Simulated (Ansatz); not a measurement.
Reaction (ligand exchange at the Al–Br bond): `[CH3][Al]([OH])[Br]` + H₂S → `[CH3][Al]([OH])[SH]` + HBr

Isolated molecules relaxed with PBE0-D4/def2-TZVP in Ansatz; ΔE leaves out vibrations. CCSD(T)/CBS is the MP2 limit (def2-TZVPP, def2-QZVPP) plus CCSD(T) − MP2 in def2-TZVPP, frozen cores. This one scheme is used for every species. Functionals use def2-TZVPP. For Br outer-core shells are correlated without core-valence functions, which leaves a few kJ/mol of doubt a bond. Scalar relativity is left out up to krypton. One conformer a species, not always the lowest.

`[CH3][Al]([OH])[Br]`:

Cartesian coordinates in Å:
```
C 0.254 0.505 1.179
Al 0.055 -0.274 -0.575
O -1.461 -0.375 -1.313
Br 1.839 -1.084 -1.714
H 0.937 1.358 1.149
H -0.706 0.843 1.574
H 0.680 -0.219 1.879
H -1.597 -0.754 -2.180
```

H₂S:

Z-matrix (Å, degrees):
```
S
H 1 1.341
H 1 1.341 2 92.3
```

`[CH3][Al]([OH])[SH]`:

Cartesian coordinates in Å:
```
C -1.084 0.800 -0.343
Al 0.554 -0.168 0.020
O 2.023 0.411 -0.591
S 0.612 -2.012 1.204
H -1.799 0.178 -0.890
H -1.574 1.113 0.583
H -0.886 1.693 -0.940
H 2.870 -0.011 -0.455
H -0.716 -2.003 1.412
```

HBr:

Z-matrix (Å, degrees):
```
Br
H 1 1.420
```

```csv
level,ΔE (kcal/mol)
B97M-V,12.3
PBE0-D4,12.5
CAM-B3LYP-D4,13.1
ωB97X-V,13.2
B2PLYP,13.3
BHLYP,14.1
RPA@PBE/def2-TZVPP,12.5
CCSD(T)/def2-SVP,13.4
```

What does CCSD(T)/CBS give? (Best estimate.)

Computed: +13.2 kcal/mol. The listed levels differ from it by -0.9, -0.7, -0.1, 0.0, 0.1, 0.9, -0.7, 0.2 kcal/mol.

Largest T1 diagnostic among the species: 0.011.

From BLYP to BHLYP (50 % exact exchange), in def2-TZVPP and without D4, ΔE moves by +1.6 kcal/mol. In def2-TZVPP, CCSD(T) changes the Hartree–Fock value by −2.8 kcal/mol (the triples alone add −0.4 kcal/mol) and MP2 by −2.4 kcal/mol. Leaving LDA and LC-ωPBE aside and taking each functional with its dispersion term where it has one, the values, not all of them listed here, spread over 2.5 kcal/mol, from revPBE-D4 to BHLYP-D4.
